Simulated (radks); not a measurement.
Au+, configuration [Xe] 4f14 5d10.

All-electron calculation, scalar-relativistic Kohn-Sham, LDA (Slater exchange, Perdew-Wang correlation), spin-unpolarised, spherical densities, point nucleus. Program: a radial shooting solver on a logarithmic mesh with Libxc functionals.

Energy parts (eV):
total: -517043.71
kinetic: 578513.27
electron-nucleus: -1286283.73
Hartree: 200293.94
exchange-correlation: -9567.19

Orbitals (lengths in bohr, moments of r in powers of bohr; r(90%) holds 90 % of the orbital's charge):
orbital  occ.  eigenvalue (eV)   <1/r>      <r^2>  r(90%)
1s          2        -80732.22   95.75  0.0003934  0.0308
2s          2        -14252.51   22.45   0.005999   0.111
2p          6        -12325.89   19.97   0.005049   0.105
3s          2        -3370.126   8.318    0.03871   0.270
3p          6        -2811.462   7.588    0.03978   0.277
3d         10        -2214.083   7.144    0.03294   0.260
4s          2        -737.5020   3.568     0.1872   0.584
4p          6        -554.2814   3.220     0.2140   0.629
4d         10        -334.3924   2.886     0.2431   0.684
5s          2        -117.3475   1.464     0.9630    1.32
4f         14         -90.1109   2.462     0.3017   0.801
5p          6         -68.6733   1.239      1.303    1.56
5d         10         -15.6199  0.8394      2.963    2.47

The highest occupied level is 5d at -15.620 eV. The density falls to 0.001 e/bohr^3 at r = 3.78 bohr. For comparison, the ionisation energy in NIST's Atomic Spectra Database is 20.20 eV (measured). In exact Kohn-Sham theory the highest level is minus the ionisation energy, but local and semilocal functionals leave it too shallow, through self-interaction and a potential that decays too fast; potentials with the right tail come closer. Summed over all electrons, <r^2> = 48.37 bohr^2, which gives a Langevin (diamagnetic) susceptibility term of -38.3 x 10^-6 cm^3/mol.
